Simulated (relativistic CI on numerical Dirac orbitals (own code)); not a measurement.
# Sensitivity of the levels of Ge14+ to α and to the nuclear radius

Method of calculation: Dirac-Coulomb-Breit CI, orbitals from a KLI potential per configuration, derivatives by finite differences, unscaled Slater integrals, QED left out (own radial code, finite nucleus).

Configuration list (outside the closed core [Ne]): 3s²3p⁶, 3s²3p⁵3d, 3s3p⁶3d, 3s²3p⁵4s, 3p⁶3d², 3p⁵3d³, 3p⁵3d²4s. Double excitations out of closed p, d and f shells are left out; levels of such configurations are missing from the list, as are those of other unlisted configurations, and high levels can miss mixing partners.

With x = (α/α₀)² − 1 an excitation energy changes as ω = ω₀ + qx; K = 2q/ω₀ is the relative enhancement. Terms are leading LS components, so labels can repeat. The field-shift factor is F = δν/δ⟨r²⟩ for the transition from the lowest level.

Lowest level 3s²3p⁶ ¹S0.

| Level | ω₀ (cm⁻¹) | q (cm⁻¹) | F (GHz/fm²) |
| --- | --- | --- | --- |
| 3s²3p⁵3d ³P°0 | 586573 | 3713 | 0.663 |
| 3s²3p⁵3d ³P°1 | 593935 | 9228 | 0.654 |
| 3s²3p⁵3d ³P°2 | 609375 | 20610 | 0.64 |
| 3s²3p⁵3d ³F°4 | 619872 | 11280 | 0.72 |
| 3s²3p⁵3d ³F°3 | 625021 | 9628 | 0.669 |
| 3s²3p⁵3d ³F°2 | 637545 | 17910 | 0.632 |
| 3s²3p⁵3d ³D°3 | 666912 | 11260 | 0.759 |
| 3s²3p⁵3d ¹D°2 | 680721 | 38750 | 0.535 |
| 3s²3p⁵3d ³D°1 | 683101 | 29080 | 0.608 |
| 3s²3p⁵3d ³D°2 | 695986 | 48320 | 0.556 |
| 3s²3p⁵3d ¹F°3 | 701343 | 53360 | 0.522 |
| 3s²3p⁵3d ¹P°1 | 880824 | 30150 | 0.734 |
| 3s3p⁶3d ³D1 | 1168183 | 65900 | -43.8 |
| 3s3p⁶3d ³D2 | 1171048 | 68500 | -43.8 |
| 3s3p⁶3d ³D3 | 1176062 | 73730 | -43.7 |
| 3s3p⁶3d ¹D2 | 1233075 | 72340 | -44.5 |
| 3s²3p⁵4s ³P°2 | 2029304 | -21470 | 17.3 |
| 3s²3p⁵4s ¹P°1 | 2037934 | -20250 | 17.3 |
| 3s²3p⁵4s ³P°0 | 2077332 | 28030 | 17 |
| 3s²3p⁵4s ³P°1 | 2083226 | 26900 | 17 |
| 3p⁶3d² ³F2 | 2372381 | 134300 | -87.8 |
| 3p⁶3d² ³F3 | 2377706 | 140100 | -87.7 |
| 3p⁶3d² ³F4 | 2383720 | 145800 | -87.7 |

At this charge energies of transitions that change n are usually good to better than 1 %, and those within a shell (Δn = 0) to a few per cent.

(1) Which transition from the lowest level has the largest |K|?

Answers

(1) 3s²3p⁵3d ¹F°3 at 701343 cm⁻¹, K = 0.152.
